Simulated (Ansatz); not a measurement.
[TcNCl4]2- (TcNCl4²⁻): single points at one geometry.

```yaml
crystal:
  periodic: [false, false, false]
  atoms:
    - {symbol: Tc, position_ang: [0.000139, -0.000234, 0.141132]}
    - {symbol: N, position_ang: [0.002244, -0.005774, 1.725441]}
    - {symbol: Cl, position_ang: [2.369902, 0.012958, -0.469370]}
    - {symbol: Cl, position_ang: [-0.017565, 2.371985, -0.459616]}
    - {symbol: Cl, position_ang: [-2.371050, -0.010100, -0.463865]}
    - {symbol: Cl, position_ang: [0.016320, -2.368847, -0.473721]}
basis:
  gaussian: {orbitals: def2-TZVPD, initial_orbitals: start.molden}
total_charge: -2
correlation: {method: mp2}
scf: {omitted_lower_state_checks: [starts]}
output: {orbitals: {seedname: orbitals}}
```

The file start.molden holds the orbitals of an earlier run on this structure, at another level or in another basis.

```sh
$ ansatz run in.yaml --threads 4 --pin off --events-out ev --progress --plain --max-ram 8704MiB
```

Output, abridged:

```
Functional definition: HF
1663 factors; integrals over basis functions are off by at most 1.2e-3 eV
mean field evaluation 1: about -53679.6382 eV, gradient 4.8e1 eV
mean field evaluation 2: about -53681.0183 eV, gradient 1.9e0 eV
mean field evaluation 4: about -53681.6476 eV, gradient 2.1e0 eV
mean field evaluation 8: about -53681.6611 eV, gradient 5.8e-4 eV
mean field -53681.66111869 eV, -1972.7646593752 hartree, gradient 9.4e-6 eV, S^2 0.000000; 0 other end points of the search recorded, 0 dependent functions left out; unrestricted orbitals would lower it
21 core orbitals not correlated: weight in the atoms' cores, before any rotation towards them, 1.000 or more for the frozen orbitals, at most 0.000 for the correlated occupied ones
reference -53681.66111869 eV, -1972.7646593752 hartree; 25, 25 occupied and 215, 215 virtual orbitals, 1663 factors
second order -42.25276930 eV of doubles, -0.00000000 eV of singles
Total energy: -53723.91388800 eV, -1974.3174200072 hartree
Checks for a lower state left out: starts
```

Hardware: 4 threads of Arm Neoverse V1 on a shared host. Wall time 12 s, peak host memory 0.8 GiB.

First input, but with `hamiltonian: {xc: hf}` and without the key `correlation` (abridged; 8.5 s):

```
Functional definition: HF
mean field -53681.66072885 eV, -1972.7646450488 hartree, gradient 1.9e-5 eV, S^2 0.000000
Total energy: -53681.66072885 eV, -1972.7646450488 hartree
Checks for a lower state left out: starts
```

First input, but with `gaussian: {orbitals: def2-SVPD, initial_orbitals: start.molden}`, `correlation: {method: ccsd_t}` (abridged; 71 s):

```
Functional definition: HF
mean field -53663.10682334 eV, -1972.0828015975 hartree, gradient 1.4e-6 eV, S^2 0.000000; unrestricted orbitals would lower it
mean field evaluation 16: about -53663.2600 eV, gradient 1.6e-1 eV
21 core orbitals not correlated: weight in the atoms' cores, before any rotation towards them, 1.000 or more for the frozen orbitals, at most 0.000 for the correlated occupied ones
second order -34.83670917 eV of doubles, -0.00000000 eV of singles
cycle   1  -31.45193701 eV  change     3.4e0 eV  update   2.9e-1
cycle   2  -33.28826379 eV  change    -1.8e0 eV  update   1.7e-1
cycle   3  -33.60795953 eV  change   -3.2e-1 eV  update   3.8e-2
cycle   4  -33.63317077 eV  change   -2.5e-2 eV  update   1.7e-2
cycle   5  -33.63567984 eV  change   -2.5e-3 eV  update   4.5e-3
cycle   6  -33.63486740 eV  change    8.1e-4 eV  update   1.8e-3
cycle   7  -33.63255008 eV  change    2.3e-3 eV  update   7.1e-4
cycle   8  -33.63300103 eV  change   -4.5e-4 eV  update   2.8e-4
cycle   9  -33.63328684 eV  change   -2.9e-4 eV  update   1.1e-4
cycle  10  -33.63324690 eV  change    4.0e-5 eV  update   4.2e-5
cycle  11  -33.63314876 eV  change    9.8e-5 eV  update   2.1e-5
cycle  12  -33.63315904 eV  change   -1.0e-5 eV  update   1.1e-5
perturbative correction -1.53877539 eV, -0.0565489524 hartree
Total energy: -53698.27875777 eV, -1973.3753463474 hartree
Checks for a lower state left out: starts
```

The first input with `hamiltonian: {xc: pbe0, dispersion: d4}`, `output: {forces: true, orbitals: {seedname: orbitals}}` and without the key `correlation` (abridged; 13 s):

```
Functional definition: PBE0
mean field -53770.22869327 eV, -1976.0194577077 hartree, gradient 1.0e-5 eV, S^2 0.000000
Total energy: -53770.59953266 eV, -1976.0330858039 hartree
Atom 0 force     0.000394    -0.002914    -0.253541 eV/Å
Atom 1 force    -0.000511     0.002074     0.105786 eV/Å
Atom 2 force    -0.196596     0.007205     0.036976 eV/Å
Atom 3 force     0.009164    -0.196531     0.037010 eV/Å
Atom 4 force     0.196581    -0.006271     0.036884 eV/Å
Atom 5 force    -0.009033     0.196438     0.036886 eV/Å
Dipole moment:     0.000221    -0.000503     0.215669 e Å
Checks for a lower state left out: starts
```

The first input with `hamiltonian: {xc: {name: B3LYP}, dispersion: d4}`, `output: {forces: true, orbitals: {seedname: orbitals}}` and without the key `correlation` (abridged; 13 s):

```
Functional definition: B3LYP
mean field -53791.24284971 eV, -1976.7917137130 hartree, gradient 1.1e-5 eV, S^2 0.000000
Total energy: -53791.95108871 eV, -1976.8177410162 hartree
Atom 0 force    -0.000421    -0.000635    -0.829646 eV/Å
Atom 1 force     0.000667    -0.001017     1.001963 eV/Å
Atom 2 force     0.095273     0.009275    -0.043384 eV/Å
Atom 3 force     0.007404     0.095595    -0.042116 eV/Å
Atom 4 force    -0.095456    -0.007887    -0.042785 eV/Å
Atom 5 force    -0.007467    -0.095332    -0.044032 eV/Å
Dipole moment:     0.000220    -0.000501     0.216162 e Å
Checks for a lower state left out: starts
```

First input, but with `hamiltonian: {xc: {name: BLYP}, dispersion: d4}` and without the key `correlation` (abridged; 4.8 s):

```
Functional definition: BLYP
mean field -53788.05879137 eV, -1976.6747017272 hartree, gradient 3.9e-5 eV, S^2 0.000000
Total energy: -53788.96479992 eV, -1976.7079969271 hartree
Checks for a lower state left out: starts
```

Geometry: PBE0-D4/def2-SVPD.

In the def2 sets Tc takes a core potential; there is no spin–orbit coupling. B3LYP takes the VWN-RPA correlation. Correlated methods freeze 21 core orbitals; core or outer-core shells of Tc are correlated, in sets that lack core-valence functions. A multiply charged anion in the gas phase is held together partly by the finite basis. Removing one electron lowers the energy by 0.78 eV at PBE0-D4/def2-TZVPD, so it isn't bound. At MP2/def2-TZVPD, HF/def2-TZVPD, CCSD(T)/def2-SVPD the restricted singlet (for correlated methods, its reference) is unstable: a solution with broken spin symmetry lies lower. At PBE0-D4/def2-TZVPD, B3LYP-D4/def2-TZVPD, BLYP-D4/def2-TZVPD the highest occupied level of the charge -2 singlet lies above zero (up to 3.81 eV). By energy differences it is unbound by 0.78 eV (vertical, against the charge -1 doublet, at PBE0-D4/def2-TZVPD) and held by the finite basis.
